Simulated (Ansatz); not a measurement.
Two isomers of CH3ClGeO: A = `[Cl][GeH]1[CH2][O]1`, B = `C[O][Ge][Cl]`.

Computed with Ansatz on PBE0-D4/def2-TZVP structures; ΔE is electronic, products minus reactants. CCSD(T)/CBS adds triple-zeta CCSD(T) − MP2 to the extrapolated MP2 energy (def2 sets, frozen cores). Functionals use def2-TZVPP. B3LYP here is the variant with VWN-RPA as its local correlation; programs differ in this. For Ge outer-core shells are correlated without core-valence functions, which leaves a few kJ/mol of doubt a bond. Scalar relativity is left out up to krypton. Each species was taken in one conformer, which may not be the lowest.

Question: Which isomer does CCSD(T)/CBS put lower? Give the gap. (Estimate.)

Answer: Computed: B, by 39.5 kcal/mol.

Question: Give E(B) − E(A) in kcal/mol with B3LYP, PBE-D4, B2PLYP, CCSD/def2-TZVPP, LDA (SPW92), PBE0-D4, CCSD(T)/def2-SVP. (Estimate.)

Answer: Ansatz gave: B3LYP -45.5, PBE-D4 -40.2, B2PLYP -42.1, CCSD/def2-TZVPP -38.3, LDA (SPW92) -37.9, PBE0-D4 -39.4, CCSD(T)/def2-SVP -41.9. None reverses the order clearly.

Question: Does the order hold for the free energy at 298.15 K (harmonic terms from PBE0-D4)? (Estimate.)

Answer: The calculation gave: Yes: G(B) − G(A) = -38.2 kcal/mol, for one conformer each.

Largest T1 diagnostic: 0.015.

At CCSD(T), def2-SVP lies −2.4 kcal/mol from the extrapolated value and def2-TZVPP +2.4 kcal/mol. Leaving LDA and LC-ωPBE aside and taking each functional with its dispersion term where it has one, the values, not all of them listed here, spread over 10.6 kcal/mol, from BLYP-D4 to PBE-QIDH. LDA lies +2.0 kcal/mol from PBE without D4.
